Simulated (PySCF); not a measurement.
Sn(CCH)4, C₈H₄Sn.
Bonds: Sn1–C2, Sn1–C5, Sn1–C8, Sn1–C11, C2–C3, C5–C6, C8–C9, C11–C12. Hydrogens: H4 on C3; H7 on C6; H10 on C9; H13 on C12.

Computed, not measured: PBE0-D3(BJ)/def2-SVP geometry optimisation, gas phase, def2 core potentials past Kr (PySCF 2.14.0).

(1) List the bond lengths and angles at this level.

Answers

(1) 
```
                   bond  length (pm)
Sn1–C2 and 3 like bonds        207.7
 C2–C3 and 3 like bonds        121.6
 C3–H4 and 3 like bonds        107.6
```

Bonds in one row agree within 1 pm and their mean is given. A selection of angles:
```
    angle  degrees
C2–Sn1–C5    109.3
Sn1–C2–C3    179.6
```

All 4 C–C bonds measure 1.216 Å. Sn1 (tin bonded to 4 C) is tetrahedral (angles from 109.3° to 109.7°). All 4 C–Sn bonds measure 2.076 to 2.077 Å.

PBE0-D3(BJ)/def2-SVP frequencies: not computed here.

Hardware: Arm Neoverse V1, one thread (shared host). Cost: 1.9 min wall, 0.62 GiB resident at most. That covers the optimisation of the geometry.
